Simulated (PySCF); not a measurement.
**Heteronuclear NMR**

Bonds (- single, = double, # triple, : aromatic): C1-C2 1.494 Å, C2:C3 1.392 Å, C3:C4 1.373 Å, C4:N5 1.354 Å, N5-O6 1.255 Å, N5:C7 1.354 Å, C7:C8 1.373 Å, C8:C2 1.392 Å. C1 carries H9, H10, H11; C3 carries H12; C4 carries H13; C7 carries H14; C8 carries H15. Formal charges: N5 +1, O6 -1.

- σ from GIAO-PBE0/pcSseg-1
- geometry from GFN2-xTB
- program: PySCF
- non-relativistic, one conformer, no solvent, fast rotation and ring inversion assumed for equivalent nuclei

(1) Predict the ¹⁵N NMR data.

(2) Predict the ¹⁷O NMR data.

Results:

(1) 
```csv
atoms,environment,σ (ppm),δ (ppm)
N5,cationic ring nitrogen,-66.6,-86.7
```

Shieldings were converted by a linear fit to measured shifts: ¹⁵N (scatter 6.3 ppm rms vs CH3NO2, solution or neat liquid). A few per cent of atoms miss by over 2 rms, more outside the fitted compound classes.

On a 400 MHz spectrometer ¹⁵N resonates near 40.5 MHz, so 1 ppm is 40.5 Hz.

(2) 
| atoms | environment | σ (ppm) | δ (ppm) |
| --- | --- | --- | --- |
| O6 | oxygen bonded to N | -124.8 | 380.4 |

Shieldings were converted by a linear fit to measured shifts: ¹⁷O: δ = 266.70 − 0.911σ (rms 10.7 ppm, 155 shifts, 12.2 ppm with the 3 outliers that the fit left out vs liquid water, solution or neat liquid). A few per cent of atoms miss by over 2 rms, more outside the fitted compound classes.

On a 600 MHz spectrometer ¹⁷O resonates near 81.3 MHz, so 1 ppm is 81.3 Hz.
